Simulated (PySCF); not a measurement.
CH2O.

```xyz
4

C      0.2257     0.7051     0.0000
O     -0.1553    -0.5468     0.0000
H      0.6325    -1.1094     0.0000
H     -0.7443     1.2528     0.0000
```
Charge 0, spin multiplicity 1.

The structure is a stationary point at ωB97X-D3(BJ)/def2-TZVPD.

Calculation: PBE/pcSseg-2 (PySCF). Non-relativistic, no solvent.

### Question
Give the absolute GIAO shielding of each atom: isotropic value and principal components (ppm). (The exact figures need the calculation; the answer reports its results.)

### Answer

```csv
atom,σ(iso),σ11,σ22,σ33,span
C1,-373.3,-1103.8,-89.5,73.5,1177.4
O2,-267.9,-899.8,-111.6,207.6,1107.4
H3,15.7,4.5,19.7,23.0,18.5
H4,14.3,-11.6,24.5,29.9,41.6
```
